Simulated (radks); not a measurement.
Values are calculated unless marked as measured or tabulated.
Q: Coherent X-ray form factor from a spherical all-electron density. Code: a radial shooting solver on a logarithmic mesh with Libxc functionals. Model: Dirac Kohn-Sham, PBE, spin-unpolarised, spherical densities, finite nucleus; Fermi nuclear charge, rms radius of each element as measured or else 0.836 A^(1/3) + 0.57 fm.

sin(theta)/lambda (1/angstrom),f0 (electrons)
0.05,67.088
0.1,64.742
0.15,61.643
0.2,58.223
0.25,54.707
0.3,51.250
0.4,44.928
0.5,39.600
0.6,35.141
0.8,28.113
1,23.048
1.25,18.905
1.5,16.330
2,12.840

The species is in the configuration that NIST lists as its ground one. Which atom or ion scatters so?

A: The thulium ion Tm+, [Xe] 4f13 6s1. Extrapolating in s^2 from the first two rows gives f0(0) = 67.9, near the electron count 68; among species with that count, the fall with angle is slower the higher Z, and the table is that of Z = 69; from so few rows the species is fixed only to a neighbour or two.
